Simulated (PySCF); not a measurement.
GaBr (singlet state).
Geometry (PBE0-D3(BJ)/def2-SVP, Å), atoms numbered from 1 in this order:
```xyz
2
GaBr angstrom
Ga     1.2102   -0.0893    0.0119
Br    -1.1605    0.0016   -0.0341
```

Jobs on this species (2 atoms, 66 electrons) with PySCF (density fitting). Hardware of each: one thread, AMD EPYC 7R13 (x86_64), no GPU, shared host. Times come from a shared host and carry two figures at best. Peak memory is the resident size of the whole Python process, interpreter and libraries included.

```tsv
level and settings	work	basis functions	SCF cycles	wall time	peak memory
CAM-B3LYP/def2-SVPD	10 singlets by full TDDFT, 4 Tamm–Dancoff triplets, polarisability, ΔSCF ions	79	?	?	?
B3LYP/def2-SVPD	10 singlets by full TDDFT, 4 Tamm–Dancoff triplets, polarisability, ΔSCF ions	79	?	?	?
PBE0/6-31G*	10 singlets by full TDDFT, 4 Tamm–Dancoff triplets, polarisability	64	10	1.4 s	0.35 GiB
PBE0/def2-SVPD	10 singlets by full TDDFT, 4 Tamm–Dancoff triplets, polarisability, ΔSCF ions	79	10	6.5 s	0.35 GiB
LDA/def2-SVPD	10 singlets by full TDDFT, 4 Tamm–Dancoff triplets, polarisability, ΔSCF ions	79	12	9.7 s	0.30 GiB
PBE0/def2-SVP	10 singlets by full TDDFT, 4 Tamm–Dancoff triplets, polarisability	64	10	1.3 s	0.35 GiB
wB97X-D/def2-SVPD	10 singlets by full TDDFT, 4 Tamm–Dancoff triplets, polarisability, ΔSCF ions	79	11	7.4 s	0.35 GiB
LC-wPBE/def2-SVPD	10 singlets by full TDDFT, 4 Tamm–Dancoff triplets, polarisability, ΔSCF ions	79	12	12 s	0.35 GiB
BHandHLYP/def2-SVPD	10 singlets by full TDDFT, 4 Tamm–Dancoff triplets, polarisability, ΔSCF ions	79	10	5.2 s	0.35 GiB
```

Question: Fill in the missing figures.

Answer: 
- CAM-B3LYP/def2-SVPD; 10 singlets by full TDDFT, 4 Tamm–Dancoff triplets, polarisability, ΔSCF ions: 8.0 s, 0.35 GiB, 10 SCF cycles
- B3LYP/def2-SVPD; 10 singlets by full TDDFT, 4 Tamm–Dancoff triplets, polarisability, ΔSCF ions: 9.1 s, 0.35 GiB, 10 SCF cycles

Question: What do all jobs in the table cost together?

Answer: About 61 s; the longest takes about 20 % of that, and about 9.2 times as long as the shortest.
